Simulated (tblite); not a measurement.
Start geometry of `C#C[SiH2]Cc1ncoc1C` from a force field or distance geometry (Å):
```
atom  x, y, z in Å
C1     1.8306   -0.6124    2.7110
C2     1.9937   -0.3096    1.5516
Si3    2.2868    0.1487   -0.2349
C4     0.8421   -0.3424   -1.3315
C5    -0.4318    0.3590   -1.0310
N6    -0.7670    1.5071   -1.7289
C7    -1.9309    1.8458   -1.2356
O8    -2.4066    1.0125   -0.2683
C9    -1.4404    0.0455   -0.1530
C10   -1.6924   -1.0230    0.8324
H11    1.6680   -0.8677    3.7340
H12    3.4956   -0.5534   -0.7118
H13    2.5546    1.6094   -0.3310
H14    1.1231   -0.1727   -2.3720
H15    0.6811   -1.4224   -1.2302
H16   -2.5529    2.6908   -1.4799
H17   -1.5749   -0.6336    1.8493
H18   -2.7029   -1.4263    0.7208
H19   -0.9857   -1.8463    0.7014
```

**Question.** What comes out of this run: GFN2-xTB geometry optimisation, gas phase in tblite 0.8.0?

**Answer.** 
```
atom  x, y, z in Å
C1     1.704   -0.595    2.626
C2     1.916   -0.277    1.485
Si3    2.265    0.214   -0.267
C4     0.820   -0.438   -1.340
C5    -0.424    0.305   -1.043
N6    -0.726    1.482   -1.685
C7    -1.841    1.872   -1.170
O8    -2.325    1.060   -0.226
C9    -1.413    0.048   -0.135
C10   -1.634   -1.040    0.848
H11    1.518   -0.872    3.624
H12    3.509   -0.440   -0.692
H13    2.348    1.674   -0.342
H14    1.062   -0.297   -2.392
H15    0.665   -1.503   -1.166
H16   -2.388    2.756   -1.430
H17   -1.524   -0.661    1.864
H18   -2.639   -1.448    0.743
H19   -0.904   -1.828    0.692
```

The energy falls by 2.8 kcal/mol over 55 L-BFGS steps, the largest force on an atom goes from 1.80 to 0.009 eV/Å, and the atoms move by 0.117 Å rms after alignment. The bond that changes most is Si3–C4 (SiH2 silicon to sp3 carbon bound to silicon), which lengthens by 0.036 Å. Bonds longer at the end by more than 0.005 Å: 2 of 19; shorter: 15. Among the angles that change most is H12–Si3–H13, from 107.4° to 112.4°. Rotational constants go from 1775, 800.8, 629.3 to 1758, 850.2, 665.6 MHz. The orientation of the end geometry is arbitrary; only internal coordinates are fixed.

GFN2-xTB frequencies show an imaginary mode (29i cm⁻¹), so the point is no minimum at that level. 3 starts were optimised and ended at 0.00, 1.39 and 1.86 kcal/mol (GFN2-xTB); the lowest of these is shown.

The numbers are calculated, not measured.
